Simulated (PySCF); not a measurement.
N-methyl-N-silylpropan-2-amine (C4H13NSi), SMILES CC(C)N(C)[SiH3]. Atoms are numbered in the order given.

```xyz
19

C     -1.7184    -1.3008     0.6230
C     -0.9916     0.0068     0.2753
C     -1.7190     0.7790    -0.8386
N      0.4351    -0.2189    -0.0130
C      0.7602    -1.0385    -1.1692
Si     1.6316     0.8861     0.6256
H     -2.7482    -1.0912     0.9753
H     -1.1776    -1.8464     1.4213
H     -1.8047    -1.9710    -0.2570
H     -1.0145     0.6423     1.1890
H     -1.7669     0.1872    -1.7761
H     -2.7617     1.0138    -0.5432
H     -1.2016     1.7335    -1.0637
H      1.8526    -1.2280    -1.1995
H      0.4801    -0.5793    -2.1484
H      0.2638    -2.0323    -1.1168
H      1.8185     2.1860    -0.1351
H      2.9624     0.1819     0.6172
H      1.2218     1.2505     2.0273
```
Charge 0, spin multiplicity 1.

Geometry: PBE-D3(BJ)/def2-SVP. One conformer was computed; it need not be the lowest.

All values below come from PBE-D3(BJ)/def2-SVP in PySCF.

Frequencies are harmonic and unscaled.

Computed harmonic wavenumbers and intensities:
```tsv
mode	ν (cm⁻¹)	IR (km/mol)	moving atoms (share of kinetic energy)
1	44	0.1	C 49 %, H 33 %, Si 13 %
2	100	0.1	H 88 %
3	125	1.3	H 56 %, C 21 %, N 19 %
4	192	1.2	H 88 %
5	222	0.1	H 46 %, C 24 %, Si 18 %, N 12 %
6	238	0.5	H 80 %, C 18 %
7	251	0.2	H 85 %, C 9 %
8	299	0.0	C 59 %, H 37 %
9	353	0.4	H 42 %, C 37 %, Si 13 %
10	418	4.2	C 36 %, H 32 %, N 29 %
11	474	5.9	C 43 %, H 34 %, Si 16 %
12	653	12.0	H 51 %, C 35 %, Si 11 %
13	665	38.6	H 74 %, N 11 %, Si 9 %
14	691	24.8	H 71 %, Si 14 %, C 12 %
15	844	9.4	C 51 %, H 35 %, N 11 %
16	869	70.3	H 94 %
17	887	0.5	H 83 %, C 17 %
18	908	0.6	H 68 %, C 31 %
19	937	44.3	H 97 %
20	944	327.1	H 86 %, Si 10 %
21	961	12.0	H 56 %, C 22 %, N 21 %
22	1053	20.1	H 48 %, C 39 %, N 13 %
23	1095	2.5	H 66 %, C 31 %
24	1109	8.1	H 50 %, C 45 %
25	1128	1.7	H 51 %, C 44 %
26	1201	112.9	N 44 %, C 42 %, H 14 %
27	1207	25.2	H 41 %, N 30 %, C 27 %
28	1286	3.9	H 74 %, C 26 %
29	1328	14.8	H 72 %, C 28 %
30	1336	3.2	H 79 %, C 18 %
31	1357	32.3	H 74 %, C 18 %, N 8 %
32	1387	6.8	H 88 %, C 11 %
33	1401	5.1	H 95 %
34	1404	0.2	H 97 %
35	1418	2.3	H 96 %
36	1420	6.0	H 96 %
37	1435	1.8	H 92 %
38	1446	15.3	H 96 %
39	2087	175.8	H 97 %
40	2154	93.8	H 98 %
41	2165	117.8	H 96 %
42	2902	76.4	H 96 %
43	2957	10.1	H 92 %
44	2967	13.3	H 97 %
45	2973	12.3	H 97 %
46	2983	44.9	H 92 %
47	3041	14.6	H 91 %, C 9 %
48	3056	2.9	H 91 %, C 9 %
49	3061	34.9	H 91 %, C 9 %
50	3063	21.0	H 91 %, C 9 %
51	3074	17.1	H 90 %, C 10 %
```
